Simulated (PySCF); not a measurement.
**Dipole polarisabilities along group 14**

Calculated with PySCF 2.14 for the ground configurations, without spin-orbit coupling: coupled response for Hartree-Fock and DFT, finite fields for MP2 and CCSD(T), with C 1s2; Si [Ne]; Ge 3s2 3p6 3d10; Sn 4s2 4p6 4d10; Pb [Xe] 4f14 5d10 frozen. Mean α in bohr³, C₆ of like pairs in atomic units.

```
                                                   species  α UHF  α PBE  α PBE0  α MP2  α CCSD(T)  α recommended (Schwerdtfeger and Nagle)  C₆ UHF  C₆ PBE  C₆ PBE0
            C [He] 2s2 2p2 (aug-cc-pVTZ-DK, spin-free X2C)  11.91  13.23   12.54  11.48      11.69                               11.3 ± 0.4   46.28   54.06    50.45
       Si [Ne] 3s2 3p2 (aug-cc-pV(T+d)Z, non-relativistic)  38.53  41.43   39.74  37.94      37.51                               37.3 ± 0.7   318.0   343.1    327.1
  Ge [Ar] 3d10 4s2 4p2 (aug-cc-pVTZ-PP with ECP10MDF, ECP)  41.27  46.07   43.39  41.03      40.94                                   40 ± 1   361.0   402.9    377.1
  Sn [Kr] 4d10 5s2 5p2 (aug-cc-pVTZ-PP with ECP28MDF, ECP)  57.17  61.85   58.63  56.94      56.89                                   53 ± 6   627.1   669.7    633.1
Pb [Xe] 4f14 5d10 6s2 6p2 (aug-cc-pVTZ-DK3, spin-free X2C)  62.44  69.28   64.98  62.51      62.72                                   47 ± 3   727.6   802.2    748.7
```

Hartree-Fock lacks correlation. PBE lies above the recommended values here, as self-interaction makes its density too diffuse. MP2 and CCSD(T) carry the error of the frozen core. All values carry a basis error, and heavy open shells lack spin-orbit coupling.
